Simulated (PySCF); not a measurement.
C₆H₁₀O₂.
Numbering: `[CH3:1][C:2](=[O:3])[O:4][C@@H:5]1[CH2:6][C@@H:7]1[CH3:8]` (hydrogens: H9, H10, H11 on C1; H12 on C5; H13, H14 on C6; H15 on C7; H16, H17, H18 on C8)

Computed with PySCF at B3LYP/def2-SVPD, non-relativistic, on one gas-phase PBE0-D3(BJ)/def2-SVP geometry that isn't relaxed in the solvent. The solvent is an IEF-PCM continuum (van der Waals radii × 1.2), and excitations are vertical TDDFT with non-equilibrium linear response and a frozen core. Only the electrostatic response of the medium enters.

Gas-phase singlets (H = HOMO, L = LUMO):

```tsv
state	E (eV)	λ (nm)	f	leading configuration
S1	5.790	214	0.001	H-1→L 87%
S2	6.668	186	0.064	H→L 89%
S3	7.145	174	0.028	H→L+1 88%
S4	7.198	172	0.009	H-2→L 78%
S5	7.247	171	0.016	H-1→L+1 86%
```

Task: What are the lowest 5 singlets in acetonitrile (ε = 35.69)?

Result: 
```tsv
state	E (eV)	λ (nm)	f	leading configuration	change by rank (eV)
S1	5.950	208	0.001	H-1→L 76%	+0.160
S2	6.490	191	0.083	H→L 96%	-0.178
S3	7.000	177	0.000	H-2→L 75%	-0.145
S4	7.188	172	0.024	H→L+1 95%	-0.010
S5	7.505	165	0.027	H-1→L+1 94%	+0.258
```

Task: The ground-state energy changes by -0.237 eV from gas to acetonitrile. By how much does the total energy of gas-phase S2 change?

Result: E(S2) = E(S0) + excitation energy, so it changes by -0.237 − 0.178 = -0.415 eV: it is lowered more than the ground state, which is what a red shift means. This is the vertical state, with the slow part of the continuum still set for S0.

Task: How do the frontier levels move from gas to acetonitrile?

Result: 
```tsv
orbital	gas (eV)	solvent (eV)	change (eV)
LUMO+2	0.83	1.07	+0.24
LUMO+1	0.37	0.48	+0.11
LUMO	-0.13	-0.23	-0.10
HOMO	-7.62	-7.56	+0.06
HOMO-1	-7.74	-7.92	-0.18
HOMO-2	-8.31	-8.27	+0.04
HOMO-3	-9.22	-9.35	-0.13
```

The HOMO–LUMO gap goes from 7.49 to 7.33 eV. Rows go by rank; for HOMO-2, HOMO-1 and HOMO the atom shares or the degeneracy differ between the runs, so the row needn't follow one orbital.

The values belong to the conformer `[CH3:1][C:2](=[O:3])[O:4][C@@H:5]1[CH2:6][C@@H:7]1[CH3:8]`: C1–C2–O4–C5 -178°, C2–O4–C5–C6 159°.
